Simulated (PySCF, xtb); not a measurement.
Sb(Br)(TeH)2 (BrH2SbTe2), SMILES [Br][Sb]([TeH])[TeH].

Harmonic wavenumbers (cm⁻¹) from GFN2-xTB (xtb) at its own minimum, in rising order: 50, 62, 74, 118, 158, 198, 203, 210, 535, 578, 1936, 1942.

Problem. What does PBE-D3(BJ)/def2-SVP run with PySCF give at its own minimum? (The exact figures need the calculation; the answer reports its results.)

Solution. 45, 50, 68, 143, 171, 184, 190, 223, 491, 551, 2043, 2044. Paired by order, the mean absolute difference is 32 cm⁻¹ and the zero-point energies are 8.7 and 8.9 kcal/mol.
